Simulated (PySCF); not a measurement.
## How methods differ on the excitation energy of Al

Al [Ne] 3s2 3p1 (2P) → Al [Ne] 3s1 3p2, s spin flipped, as a difference of total energies. Computed with PySCF 2.14 in x2c-TZVPPall, with scalar relativity by spin-free X2C-1e. Correlated levels: valence: [Ne] frozen. The calculations carry no spin-orbit coupling.

```json
{"method": "UHF", "excitation energy (cm⁻¹)": "48028"}
{"method": "MP2 (valence)", "excitation energy (cm⁻¹)": "44886"}
{"method": "SCS-MP2 (valence)", "excitation energy (cm⁻¹)": "44802"}
```

The upper determinant mixes two multiplicities, so it lies between the two terms.

The coupled-cluster amplitudes are large for the upper state (T1 above 0.03 or a double amplitude above 0.15), so a single reference is strained.
